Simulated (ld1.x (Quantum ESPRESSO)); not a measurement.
Transferability test, TM semilocal potential for cobalt (Co)

| Item | Value |
| --- | --- |
| Element | Co (Z = 27) |
| Generator | ld1.x (Quantum ESPRESSO) 7.5 |
| Type | norm-conserving Troullier–Martins (semilocal form) |
| Functional | PBE |
| Relativity | scalar-relativistic |
| Frozen core | [Ar] |
| Valence charge | 9 |
| Reference configuration | 3d7 4s1 4p1 |
| Partial waves | 4s (bound): rc 2.00 bohr; 4p (bound): rc 2.15 bohr; 4f channel at 0.05 Ry: rc 1.90 bohr; 3d (bound): rc 1.00 bohr |
| Local potential | the d channel |
| Core correction | a·sin(br)/r model core, default radius (core density twice the valence density) |

Energies are relative to the spin-unpolarised reference configuration 3d7 4s1 4p1; without spin polarisation the order of configurations can differ from experiment.

```
valence configuration  charge  ΔE all-electron (eV)  error AE − PS (meV)
          3d7 4s1 4p0      +1                 4.679                 -2.5
          3d7 4s0 4p0      +2                21.465                  -33
          3d5 4s0 4p0      +4               112.687                -1095
          3d8 4s1 4p0       0                -5.553                  -99
          3d6 4s2 4p1       0                 5.310                 -276
          3d7 4s0 4p2       0                 4.628                 -2.7
```

(1) What are ΔE and the potential's error for 3d7 4s2 4p0?

Levels in the configuration 3d7 4s1 4p0:

```
level  all-electron (eV)  pseudo (eV)
   3d            -16.959      -16.917
   4s            -12.763      -12.771
```

Answers

(1) ΔE = -4.351 eV all-electron; the error (AE − PS) is -2.0 meV.
